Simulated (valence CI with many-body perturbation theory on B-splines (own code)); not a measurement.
F4+ in three bases

Calculated by valence CI with perturbative core correlation (CI+MBPT): three valence electrons over a frozen Dirac-Fock core [He], radial functions for each j: 9 s, 9 p, 8 d, 6 f, 3 g, 1 h, with the one-electron correlation potential Σ1 (screened to all orders), the two-electron term Σ2, the three-electron term Σ3, Breit, model QED; selected single and double excitations, second order for the rest, scaled by the run's own slope (own B-spline code, finite nucleus).

Set against measurement, 13 paired levels are off by 135 cm⁻¹ on average, the worst by 258. These come from a selection out of Moore, Atomic Energy Levels, vol. I, NSRDS-NBS 35 (1971 reprint of NBS Circular 467, 1949), an old analysis. Levels without a partner in it may be off by more.

The reference run has the lowest level 2s2 2p 2P°_1/2 and an ionisation energy of 114.230 eV. Its largest variational space holds 11014 state functions.

Changed runs:
A. basis 6 s, 6 p, 5 d, 3 f, 1 g
B. basis 5 s, 5 p, 4 d, 2 f

Excitation energies of the reference run in cm⁻¹, and shifts in cm⁻¹:

| Level | Reference | A | B |
| --- | --- | --- | --- |
| 2s2 2p 2P°_3/2 | 744 | -0.3 | -0.4 |
| 2s 2p2 4P_1/2 | 85660 | -109 | -318 |
| 2s 2p2 4P_3/2 | 85913 | -109 | -318 |
| 2s 2p2 4P_5/2 | 86276 | -109 | -318 |
| 2s 2p2 2D_5/2 | 152986 | +99 | +297 |
| 2s 2p2 2D_3/2 | 153006 | +100 | +297 |
| 2s 2p2 2S_1/2 | 197823 | +216 | +601 |
| 2s 2p2 2P_1/2 | 215109 | +131 | +420 |
| 2s 2p2 2P_3/2 | 215575 | +132 | +421 |
| 2p3 4S°_3/2 | 276386 | -93 | -284 |
| 2p3 2D°_5/2 | 307333 | +81 | +238 |
| 2p3 2D°_3/2 | 307382 | +80 | +237 |
| Ionisation energy (eV) | 114.230 | -0.015 | -0.045 |
